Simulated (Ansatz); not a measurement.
Cost and result for the atomization energy of `Cl[B]1C[NH][GeH2]1` (10 atoms, 10 bonds).

```xyz
10

Cl   -1.9893   -0.8031   -2.0075
B    -0.8284   -0.3820   -0.8035
C     0.3751    0.6288   -0.8818
N     1.0511    0.2886    0.3818
Ge   -0.2850   -0.7600    1.1619
H     1.0192    0.5290   -1.7668
H    -0.0420    1.6518   -0.9213
H     1.5460    1.0373    0.8420
H    -1.0846   -0.0823    2.3017
H     0.2379   -2.1081    1.6936
```

Charge 0, multiplicity 1. Correlated methods include outer-core shells of Ge, which these sets cover unevenly. Scalar relativity is left out up to krypton. The geometry is a stationary point of PBE0-D4/def2-TZVP. Program: Ansatz. All runs use 4 threads of an Arm Neoverse V1 on a shared host. Times are those of one run each, without the atoms' runs, and a repeat can differ threefold. Electronic energies, without spin–orbit coupling; frozen cores. CCSD(T)/CBS adds CCSD(T) − MP2 in def2-TZVPP to the MP2 limit, and its time is that of the two runs behind it. T1 = 0.012. With those shells the extrapolation isn't a true limit. B3LYP takes the VWN-RPA correlation (the form of Gaussian; ORCA's B3LYP/G). HSE06 is the plane-wave form, built on full-range PBE exchange.

CCSD(T)/CBS is a level of theory with its own doubt, some kJ/mol a heavy atom from the limit and from the frozen cores, so smaller differences don't rank the functionals.

```
                             level  functions  wall time  atomization (kcal/mol)  difference from CCSD(T)/CBS  per bond
            LDA (SPW92)/def2-TZVPP        253      1.6 s                   943.3                        132.3      13.2
                PBE0-D4/def2-TZVPP        253        4 s                   818.7                          7.7       0.8
               HSE06-D4/def2-TZVPP        253      4.5 s                   819.2                          8.2       0.8
           CAM-B3LYP-D4/def2-TZVPP        253      4.8 s                   814.1                          3.1       0.3
 B3LYP-D4/def2-TZVPP (with forces)        253        6 s                   810.2                         -0.8      -0.1
r2SCAN-D4/def2-TZVPP (with forces)        253      6.5 s                   816.7                          5.7       0.6
             r2SCANh-D4/def2-TZVPP        253        7 s                   811.3                          0.3       0.0
               PBE-QIDH/def2-TZVPP        253      7.5 s                   811.6                          0.6       0.1
                  CCSD(T)/def2-SVP        117      9.5 s                   762.0                        -49.0      -4.9
                 B97M-V/def2-TZVPP        253       13 s                   821.2                         10.2       1.0
                    MP2/def2-QZVPP        480       30 s                   816.9                          5.9       0.6
                CCSD(T)/def2-TZVPP        253    3.9 min                   789.6                        -21.4      -2.1
                 CCSD(T)/CBS(def2)          –    4.4 min                   811.0                          0.0       0.0
```

Leaving LDA and LC-ωPBE aside and taking each functional with its dispersion term where it has one, the values, not all of them listed here, spread over 46.3 kcal/mol, from BHLYP-D4 to PBE-D4. LDA lies +115.7 kcal/mol from PBE without D4, its usual overbinding. The D4 term adds +9.4 kcal/mol with B3LYP and +4.9 kcal/mol with PBE0; it sums over pairs of atoms, weighted by their polarisabilities, and B3LYP, whose exchange is more repulsive, gets the larger term. From BLYP to BHLYP (50 % exact exchange), in def2-TZVPP and without D4, the atomization energy moves by −16.0 kcal/mol: exact exchange takes away binding that semilocal exchange gives to molecules.

For some Ge, Se and Sn compounds the MP2-based and the directly extrapolated limit differ by 10 to 25 kJ/mol.
